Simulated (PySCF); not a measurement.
C5H11N2Si: g tensor and hyperfine couplings

Compound: C5H11N2Si (doublet state).
Cartesian coordinates in Å at the GFN2-xTB level; atoms count from 1:
```xyz
19
C5H11N2Si angstrom
C     -2.491   -1.520    1.860
C     -1.400   -1.237    1.240
C     -1.258   -0.279    0.033
C     -0.527   -1.005   -1.099
N      0.885   -0.849   -0.837
Si     1.236    0.488    0.184
C      2.157    1.984   -0.523
N     -0.444    0.849    0.368
H     -3.520   -1.252    1.768
H     -0.437   -1.639    1.524
H     -2.256    0.043   -0.280
H     -0.814   -0.560   -2.062
H     -0.802   -2.065   -1.117
H      1.485   -1.226   -1.550
H      1.929   -0.025    1.379
H      1.649    2.424   -1.375
H      2.275    2.755    0.230
H      3.151    1.689   -0.840
H     -0.827    1.435    1.090
```

The hyperfine couplings belong to this conformer and change with its torsions.

As a line formula: `[H]/[C]=C\[C@@H]1CN[Si@@H](C)N1` [radical].

Level of theory: UKS B3LYP, pcH-1 on C H N Si, non-relativistic, mean-field spin-orbit, GIAO (PySCF). Isolated species at its GFN2-xTB geometry (one conformer only). A GFN2-xTB geometry isn't a minimum of the functional, and hyperfine couplings can be far from their values at a DFT geometry. The SCF solution wasn't tested for stability.

```json
{"g1, g2, g3": "2.00192, 2.00219, 2.00271", "g_iso": "2.00227", "Form of g": "rhombic: the two nearest values differ by 35 % of g3 − g1", "⟨S²⟩": "0.7584 (exact 0.7500)", "Total energy": "-596.12685 Eh"}
```

Isotropic coupling and dipolar principal values T1 to T3, in MHz:

```tsv
atom	isotope	a_iso	of which spin–orbit	T1	T2	T3	Mulliken spin population
C1	13C	321.5	-0.1	-78.2	-57.7	135.9	1.01
C2	13C	-26.5	0.0	-19.1	1.3	17.9	-0.17
C3	13C	79.9	0.0	-10.0	-9.3	19.3	0.08
C4	13C	-1.7	0.0	-0.9	-0.8	1.7	0.00
N5	14N	0.5	0.0	-0.2	-0.1	0.3	0.00
Si6	29Si	0.6	0.0	-0.3	0.2	0.2	0.00
C7	13C	1.1	0.0	-0.2	-0.2	0.4	0.00
N8	14N	-0.7	0.0	-1.0	-0.9	1.9	0.02
H9	1H	47.6	0.0	-30.9	-6.7	37.6	0.01
H10	1H	109.6	0.0	-6.0	-5.1	11.1	0.04
H11	1H	-6.4	0.0	-6.2	-0.8	7.1	0.00
H12	1H	6.9	0.0	-1.2	-0.8	1.9	0.00
H13	1H	2.3	0.0	-1.6	-1.2	2.8	0.00
H14	1H	1.1	0.0	-0.7	-0.5	1.2	0.00
H15	1H	1.2	0.0	-0.9	-0.6	1.5	0.00
H16	1H	-0.1	0.0	-0.4	-0.3	0.7	0.00
H17	1H	-0.1	0.0	-0.3	-0.3	0.6	0.00
H18	1H	0.3	0.0	-0.3	-0.2	0.5	0.00
H19	1H	0.8	0.0	-2.2	-0.4	2.6	0.00
```

The largest Mulliken spin populations are on C1 (+1.01), C2 (-0.17) and C3 (+0.08). No atom but C1 exceeds +0.15. The positive populations add up to 1.17 and the negative ones to -0.17, together 2S = 1.

Axes: g2 points within 9° of the C2–C3 bond.

Under fast tumbling the dipolar parts average out, and these isotropic splittings remain (the largest six): 1 × 1H (H10, I = 1/2, 2 lines) with 3.91 mT, 1 × 1H (H9, I = 1/2, 2 lines) with 1.70 mT, 1 × 1H (H12, I = 1/2, 2 lines) with 0.25 mT, 1 × 1H (H11, I = 1/2, 2 lines) with 0.23 mT, 1 × 1H (H13, I = 1/2, 2 lines) with 0.08 mT and 1 × 1H (H15, I = 1/2, 2 lines) with 0.04 mT.

The 13C coupling of C1 (321.5 MHz) shows only in satellite lines or after enrichment, since that isotope makes up about 1.07 % of natural carbon.

Examples of negative spin density at the nucleus (bohr⁻³): C2 (-0.0236), N8 (-0.0021) and C4 (-0.0015).
